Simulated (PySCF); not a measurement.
## Solvent effects on NMR parameters

Bonds (- single, = double, # triple, : aromatic): C1#C2, C2-P3, P3-C4, C4:C5, C5:C6, C6:C7, C7-Cl8, C7:C9, C9:C10, C10:C4. C1 carries H11; P3 carries H12; C5 carries H13; C6 carries H14; C9 carries H15; C10 carries H16.

GIAO PBE0/pcSseg-1 in PySCF 2.14.0 with density-fitted response routines on one PBE0-D3(BJ)/def2-SVP conformer, non-relativistic, equivalent nuclei averaged. Solvents enter as an IEF-PCM continuum (cyclohexane with ε = 2.0, water with ε = 78.4) around the gas-phase geometry. Shifts are referred to TMS computed in the same medium.

Gas phase, δ in ppm: C7 147.0, C5/C10 139.5, C6/C9 134.7, C4 132.2, C1 105.6, C2 80.1, H13/H16 7.80, H14/H15 7.45, H12 5.51, H11 3.07. Dipole moment 1.10 D.

(1) How does each δ change in the continuum?

(2) Which of the listed nuclei move most (in ppm), and what does the model miss?

Answers

(1) 
```tsv
atoms	environment	Δδ, cyclohexane	Δδ, water
C7	aromatic carbon bearing chlorine	-0.2	-0.3
C5/C10	aromatic CH	+0.6	+1.6
C6/C9	aromatic CH	+0.6	+1.6
C4	substituted aromatic carbon	+0.9	+2.3
C1	terminal alkyne carbon	+1.2	+3.3
C2	alkyne carbon	+0.5	+1.2
H13/H16	hydrogen on an aromatic CH	+0.08	+0.21
H14/H15	hydrogen on an aromatic CH	+0.09	+0.25
H12	hydrogen on a phosphorus bonded to 2 C	+0.11	+0.31
H11	hydrogen on a terminal alkyne carbon	+0.18	+0.47
```

Changes are relative to the gas phase. The dipole moment becomes 1.22 D in cyclohexane, 1.41 D in water.

(2) C1 (terminal alkyne carbon, +3.3 ppm) in water. A continuum only polarises the solute; specific hydrogen bonds, the anisotropy of aromatic solvents and changes of geometry or conformer are outside it.
